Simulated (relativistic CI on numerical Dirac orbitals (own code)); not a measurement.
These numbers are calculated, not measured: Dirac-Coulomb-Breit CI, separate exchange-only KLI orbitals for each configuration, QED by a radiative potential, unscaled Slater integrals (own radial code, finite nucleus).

The strongest absorption lines from the ground level of an ion, among the configurations computed and to levels below about 7460 eV (vacuum wavelength in nm, gf): 0.16814 (0.1), 0.17479 (0.28), 0.18551 (0.53), 0.21665 (0.31), 0.22112 (0.11), 0.22451 (1.4), 0.24142 (2.3), 0.26109 (0.14).

(1) Which ion is it?
A. I XLIV
B. Tb LVI
C. La XLVIII
D. La L

## Answers

(1) C. La XLVIII has 10 electrons and the ground level 2s²2p⁶ ¹S0; the strongest line goes to 2s²2p⁵3d ¹P°1. The pattern of lines fixes the number of electrons, and along that sequence the line energies rise steadily with the charge (about as its square where n changes within one kind of shell, about linearly where n is kept but much faster in heavy ions where fine structure, which grows about as Z⁴, sets the gap, and irregularly where shells cross), which fixes Z. Configurations outside the model, such as inner-shell arrays, can give stronger lines. At this charge energies of transitions that change n are usually good to better than 1 %, and those within a shell (Δn = 0) to a few per cent.

LS names give the leading component of a level, which can be under half, so a name can repeat, a term be missing and a line seem to break the LS rules.
